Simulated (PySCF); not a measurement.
Compound: C₈H₁₄.
Numbering: `[CH:1]1=[CH:2]/[CH2:3][CH2:4][CH2:5][CH2:6][CH2:7][CH2:8]/1` (hydrogens: H9 on C1; H10 on C2; H11, H12 on C3; H13, H14 on C4; H15, H16 on C5; H17, H18 on C6; H19, H20 on C7; H21, H22 on C8)

Method: PBE0-D3(BJ)/def2-SVP geometry optimisation, gas phase (PySCF); density fitting, grid level 2; the optimiser is geomeTRIC in internal coordinates, started from a GFN2-xTB structure.

Step 0: E = -8507.8374 eV
```
atom  x, y, z in Å  |  force x, y, z in eV/Å
C1      0.6020   -1.3281    0.5795    0.860  -0.328  -0.171
C2     -0.2626   -1.4913   -0.4123   -0.758  -0.499   0.220
C3     -1.7144   -1.2351   -0.2241    0.408   0.423  -0.310
C4     -1.8677    0.2813   -0.4963    0.156  -0.142   0.542
C5     -0.8508    1.1647    0.2492   -0.047  -0.152  -0.698
C6      0.5529    1.2957   -0.3946    0.071  -0.053   0.709
C7      1.7401    0.7717    0.4338   -0.111  -0.238  -0.521
C8      1.9543   -0.7591    0.3424   -0.500   0.350   0.264
H9      0.2558   -1.3185    1.6049   -0.295   0.076   0.481
H10     0.0860   -1.5197   -1.4365    0.274   0.086  -0.490
H11    -2.3494   -1.7962   -0.9110   -0.267  -0.225  -0.161
H12    -2.0203   -1.4537    0.8001   -0.124  -0.102   0.346
H13    -1.7717    0.4599   -1.5694   -0.055   0.103  -0.375
H14    -2.8756    0.5850   -0.2022   -0.360   0.124  -0.035
H15    -1.2866    2.1651    0.3079   -0.130   0.276   0.115
H16    -0.7559    0.8049    1.2736   -0.012  -0.029   0.428
H17     0.7399    2.3570   -0.5760    0.063   0.284  -0.148
H18     0.5600    0.8065   -1.3685    0.025  -0.073  -0.421
H19     2.6510    1.2691    0.0913    0.320   0.208   0.016
H20     1.5902    1.0465    1.4802    0.024   0.155   0.360
H21     2.3176   -1.0166   -0.6537    0.149  -0.109  -0.331
H22     2.6946   -1.0697    1.0810    0.308  -0.135   0.181
```

Task: Estimate the geometry and energy of step 1. (The exact step hangs on the optimiser's Hessian estimate; all steps are aligned on step 0, rigid shifts and turns removed.)

Result: E = -8507.9166 eV, largest force 0.144 eV/Å
```
atom  x, y, z in Å  |  force x, y, z in eV/Å
C1      0.6192   -1.3746    0.5801   -0.121  -0.010   0.076
C2     -0.2683   -1.5403   -0.4072    0.122   0.009  -0.077
C3     -1.7114   -1.2403   -0.2208   -0.109  -0.074   0.041
C4     -1.8710    0.2734   -0.4941   -0.034   0.026  -0.078
C5     -0.8629    1.1807    0.2284    0.003   0.015   0.105
C6      0.5608    1.3167   -0.3765   -0.005   0.002  -0.107
C7      1.7451    0.7647    0.4325    0.026   0.042   0.074
C8      1.9525   -0.7651    0.3398    0.123  -0.051  -0.034
H9      0.2447   -1.3378    1.6144    0.019   0.003  -0.054
H10     0.1012   -1.5366   -1.4438   -0.020   0.005   0.054
H11    -2.3770   -1.8115   -0.8904    0.016   0.022   0.037
H12    -2.0175   -1.4566    0.8185    0.015   0.012  -0.047
H13    -1.7908    0.4522   -1.5829   -0.014  -0.013   0.053
H14    -2.8958    0.5773   -0.2163    0.031  -0.012  -0.009
H15    -1.3110    2.1879    0.2693    0.008  -0.032  -0.011
H16    -0.7849    0.8613    1.2839   -0.023   0.042  -0.046
H17     0.7579    2.3896   -0.5406    0.000  -0.031   0.015
H18     0.5757    0.8674   -1.3865    0.012   0.051   0.041
H19     2.6724    1.2682    0.1065   -0.027  -0.018   0.011
H20     1.6096    1.0451    1.4941    0.017  -0.015  -0.051
H21     2.3158   -1.0222   -0.6714   -0.017   0.013   0.045
H22     2.7250   -1.0801    1.0621   -0.020   0.014  -0.039
```

The energy changes by -0.0793 eV. The first-order estimate −F·Δx gives -0.1658 eV and the mean of the old and new forces, exact on a quadratic surface, -0.0789 eV. The step makes an angle of 67° with the force vector and moves no atom by more than 0.065 Å.

The cost below is that of the whole optimisation. Time: 92 s of wall time; peak memory 0.83 GiB. Hardware: an Arm Neoverse V2 with one thread, no GPU, shared host with 48 logical CPUs at a one-minute load of 18.
